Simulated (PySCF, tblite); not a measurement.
A database entry of computed molecular properties. Lists by class give the value and the number of equivalent atoms.

```json
{
 "formula": "C5H8FO2",
 "smiles": "CCO[C]1OC[C@H]1F",
 "charge": 0,
 "multiplicity": 2,
 "geometry_level": "GFN2-xTB",
 "atoms_angstrom": [
  ["C", 2.397, 0.395, -0.072],
  ["C", 1.592, -0.762, 0.508],
  ["O", 0.39, -0.99, -0.209],
  ["C", -0.56, -0.035, -0.081],
  ["O", -0.727, 0.673, 1.127],
  ["C", -2.15, 0.624, 0.986],
  ["C", -2.033, -0.301, -0.231],
  ["F", -2.624, 0.167, -1.378],
  ["H", 2.606, 0.216, -1.124],
  ["H", 1.834, 1.32, 0.024],
  ["H", 3.335, 0.494, 0.467],
  ["H", 1.354, -0.562, 1.56],
  ["H", 2.144, -1.701, 0.426],
  ["H", -2.567, 1.607, 0.757],
  ["H", -2.621, 0.199, 1.872],
  ["H", -2.376, -1.335, -0.108]
 ],
 "electronic_structure_code": "PySCF",
 "results": {
  "GFN2-xTB geometry": {
   "point_group": "C1",
   "rotational_constants_GHz": [4.243, 1.232, 1.099]
  },
  "GFN2-xTB harmonic vibrations, gas phase": {
   "strongest_ir_bands_cm-1_km_per_mol_modes": [
    [1102.0, 109.4, 1],
    [1113.0, 63.1, 1],
    [1115.1, 72.4, 1],
    [1171.7, 64.2, 1],
    [1269.9, 48.4, 1],
    [1347.9, 124.5, 1]
   ],
   "zpe_kcal_per_mol": 77.7
  },
  "UKS B3LYP, pcH-1 on C F H O, non-relativistic, mean-field spin-orbit, GIAO": {
   "g_iso": 2.00341,
   "g_tensor": [2.00191, 2.00374, 2.00457],
   "s2": 0.753,
   "a_iso_by_class_MHz": [
    ["13C", 313.8, 1],
    ["19F", 158.6, 1],
    ["17O", -34.9, 1],
    ["1H", 32.0, 1],
    ["17O", -27.6, 1]
   ],
   "spin_populations_mulliken_by_atom": [0.01, 0.0, 0.11, 0.73, 0.11, 0.0, 0.0, 0.01, 0.0, 0.0, 0.0, 0.0, 0.0, 0.0, 0.0, 0.03]
  }
 }
}
```

At 9.50 GHz, hν = g·μB·B₀ (B₀ the magnetic field) puts the centre of the isotropic spectrum, to first order, at 338.8 mT. With B = h/(8π²I), that is 505.379 GHz u Å² over I, the principal moments of inertia are 119.1, 410.3 and 459.8 u Å² (most abundant isotopes). The zero-point energy, half the sum of the 42 harmonic wavenumbers, equals 27190 cm⁻¹ or 325 kJ/mol.

 In GFN2-xTB open shells enter through the occupations alone, without spin polarisation, so single modes can be far off. Hyperfine couplings depend on the geometry, which wasn't re-optimised at a DFT level. Couplings of like nuclei are plain means over topologically equivalent atoms, as if these changed places fast (by rotation of a methyl-like group, say); in this geometry the members of some sets differ.

The values belong to the conformer `[CH3:1][CH2:2][O:3][C:4]1[O:5][CH2:6][C@H:7]1[F:8]`: C1–C2–O3–C4 -69°, C2–O3–C4–O5 -34°.
